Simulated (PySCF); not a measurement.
**Ionisation energy of Tb⁶²⁺ by level of theory**

Tb⁶²⁺ [He] 2s1 (2S) → Tb⁶³⁺ 1s2 (1S), as a difference of total energies. Calculation: PySCF 2.14, in an uncontracted even-tempered set (19 s from 39 bohr⁻², ratio 2.2; 8 p from 59 bohr⁻², ratio 2.4; 5 d from 180 bohr⁻², ratio 2.4; 5 f from 270 bohr⁻², ratio 2.4; 4 g from 400 bohr⁻², ratio 2.4); scalar relativity by spin-free X2C-1e. Correlated levels: nothing frozen; virtual orbitals above 40 to 60 times the deepest correlated orbital energy dropped. The calculations carry no spin-orbit coupling.

| method | ionisation energy (eV) |
| --- | --- |
| UHF | 14737.8 |
| LDA | 14727.3 |
| PBE | 14744.2 |
| PBE0 | 14742.6 |
| r2SCAN | 14734.1 |
| TPSSh | 14742.3 |
| B3LYP | 14742.1 |
| MP2 (all electrons) | 14738.0 |
| SCS-MP2 (all electrons) | 14738.0 |

For this ion Breit and QED terms and the two-electron picture change, all absent here, outweigh the differences among the correlated methods.

For comparison: 14721.02 ± 0.1 eV (theoretical estimate listed by NIST; NIST Atomic Spectra Database, ionization energies).
